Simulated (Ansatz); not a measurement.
Compare A (`[SiH3]C1=CC1Cl`) with its isomer B (`ClCC1=C[SiH2]1`).

Gas-phase electronic energies from Ansatz, PBE0-D4/def2-TZVP geometries. CCSD(T)/CBS adds triple-zeta CCSD(T) − MP2 to the extrapolated MP2 energy (def2 sets, frozen cores). DFT in def2-TZVPP. B3LYP here is the variant with VWN-RPA as its local correlation; programs differ in this. Each species was taken in one conformer, which may not be the lowest.

Which is lower in electronic energy at CCSD(T)/CBS, and by how much? (Estimate.)

The calculation gave: B, by 9.8 kcal/mol.

Give E(B) − E(A) in kcal/mol with B3LYP-D4, HF/def2-TZVPP, PBE0-D4, ωB97M-V, PBE-D4, CCSD(T)/def2-TZVPP, MP2/def2-TZVPP. (Best estimate.)

Ansatz gave: B3LYP-D4 -8.6, HF/def2-TZVPP -8.2, PBE0-D4 -9.4, ωB97M-V -9.7, PBE-D4 -8.9, CCSD(T)/def2-TZVPP -9.7, MP2/def2-TZVPP -9.1. None reverses the order clearly.

Largest T1 diagnostic: 0.012.

In def2-TZVPP, CCSD(T) changes the Hartree–Fock value by −1.5 kcal/mol (the triples alone add −0.1 kcal/mol) and MP2 by −0.8 kcal/mol.
